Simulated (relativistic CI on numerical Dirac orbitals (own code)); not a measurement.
Ti4+ in a cubic cluster: 3p photoemission with charge transfer

Computed with a charge-transfer multiplet model of a cubic metal-ligand cluster with up to 2 ligand holes, Slater and spin-orbit integrals from Dirac-Coulomb-Breit ions, Slater integrals scaled by 0.7. The ground state mixes d0 with configurations of k ligand holes L, whose averages lie at kΔ + k(k − 1)U_dd/2; a core hole lowers each added d electron by U_cd. 300 K, Lorentzian 0.9 eV and Gaussian 0.8 eV FWHM.

Atomic integrals in eV (Slater integrals scaled, ζ unscaled), ground: F2dd 5.756, F4dd 3.579, zeta_d 0.013; with the core hole: F2dd 5.756, F4dd 3.579, zeta_d 0.021, zeta_core 0.486, F2cd 7.758, G1cd 9.606, G3cd 5.905. Where a configuration has fewer than two d electrons, the dd integrals are those of d2.

Cluster parameters (eV): Δ = 1.8, U_dd = 3.9, 10Dq = 1.15, 10Dq(ligand) = 0.7, V(eg) = 2.25, V(t2g) = -1.21, final-state hopping factor = 0.9.

```
         Case   n_d    d0   d1L  d2L2     S
U_cd = 3.2 eV  0.76  0.37  0.50  0.13  0.00
  U_cd = 5 eV  0.76  0.37  0.50  0.13  0.00
U_cd = 5.6 eV  0.76  0.37  0.50  0.13  0.00
```

Weights, n_d and S are thermal averages at 300 K. Binding energies count from the first peak over 30 % of the highest in each spectrum, which can be another peak from case to case. The parameters are a model scan and need not match a compound or its usual spin state. Peaks in eV (height, largest 100):
- U_cd = 3.2 eV: 0.0 (100), 4.4 (11), 9.1 (8)
- U_cd = 5 eV: 0.0 (100), 4.0 (14), 9.8 (16)
- U_cd = 5.6 eV: 0.0 (100), 3.8 (15), 10.0 (18)

A d0 ion has no d-d gap: its lowest excitations are ligand-to-metal charge transfer. With the core hole the configuration with one ligand hole lies at Δ − U_cd = -1.4, -3.2, -3.8 eV from the one without, in the order of the table; where this is negative the screened configuration lies lower, though the effective hopping of about 4.6 eV (from the holes of the mixed ground state) mixes the two strongly wherever it is as large as the gap.

With at most 2 ligand holes the space is cut while the next configuration still counts, so covalency is underestimated, and a final configuration with one more ligand hole, which can lie low, is missing from the spectra.
